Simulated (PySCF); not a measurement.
Static response to an electric field

Species: C₂H₇NO₄Si.
Structure used (GFN2-xTB), in Å, numbered top down from 1:
```xyz
15
C2H7NO4Si angstrom
C     -1.6168    1.2976   -0.4726
O     -1.1820   -0.0206   -0.6674
Si     0.0281   -0.8167    0.0612
N     -0.1536   -0.8925    1.7707
O      0.0272   -2.2797   -0.6443
C      1.7200    0.0714   -0.1810
O      2.8043   -0.3570    0.1274
O      1.6051    1.2868   -0.7488
H     -0.8278    2.0010   -0.7432
H     -1.8962    1.4614    0.5689
H     -2.4847    1.4538   -1.1136
H     -1.0071   -1.2886    2.1349
H      0.6295   -1.2285    2.3084
H     -0.1344   -2.3764   -1.5800
H      2.4839    1.6961   -0.8427
```

Level: PBE0/def2-SVPD (PySCF), static field, nuclei fixed, core orbitals frozen in the response. The polarisability tensor in these axes (au):

```
x   75.15 -1.43  0.52
y   -1.43 72.45 -4.67
z    0.52 -4.67 64.32
```

**Question.** What are the eigenvalues, a third of the trace, and Δα (Δα² = ½Σ(αi − αj)² over the three pairs)?

**Answer.** Principal values 62.20, 73.32 and 76.41 au; mean 70.64 au = 10.47 Å³ = 11.65 × 10⁻⁴⁰ C²·m²/J; Δα = 12.94 au (18 % of the mean).

**Question.** What is the dipole moment, and where does it point?

**Answer.** (-1.63, 1.34, -0.33) D, 2.13 D in size, pointing from the negative to the positive side. Measured along this direction, the outermost atoms are O7 at the negative end and H11 at the positive end.

**Question.** Give the principal axes and the span of the nuclei along them.

**Answer.** Largest value along (0.77, -0.58, 0.26), where the nuclei span 5.45 Å; middle along (0.64, 0.70, -0.33), 5.28 Å; least along (0.01, 0.42, 0.91), 4.02 Å. The response follows the extents in order.

**Question.** Rayleigh depolarisation ratio (linearly polarised light, static tensor)?

**Answer.** ρ = 3Δα²/(45ᾱ² + 4Δα²) = 502.7/(224560 + 670.3) = 0.00223.

**Question.** What would n − 1 = 2πNα be for an ideal gas of these molecules at 273.15 K and 1 atm, electronic part alone?

**Answer.** N = p/kT = 2.6868 × 10¹⁹ cm⁻³, so n − 1 = 2π × N × 10.47 × 10⁻²⁴ cm³ = 1767 × 10⁻⁶ at long wavelengths.

**Question.** Find the Langevin capture rate constant for H3O+ (19.018 u) meeting this molecule (137.014 u), k = 2.342 × 10⁻⁹ cm³/s × √(α in Å³ / reduced mass in u).

**Answer.** The reduced mass is 16.70 u, so k = 1.85 × 10⁻⁹ cm³/s. The formula leaves out the permanent dipole, which adds to the capture rate.

**Question.** What are the principal values of the traceless quadrupole moment, Θ = ½Σq(3rr − r²1), about the centre of nuclear charge?

**Answer.** -10.58, 1.11, 9.47 D·Å. The values depend on the origin, since the dipole doesn't vanish. The electronic extent ⟨r²⟩ about the same centre is 1134 bohr², a root-mean-square distance of 2.10 Å for the 72 electrons.

The structure is a single GFN2-xTB conformer in the gas phase; no vibrational or solvent corrections. GFN2-xTB frequencies show an imaginary mode (22i cm⁻¹), so this geometry is no minimum at that level.
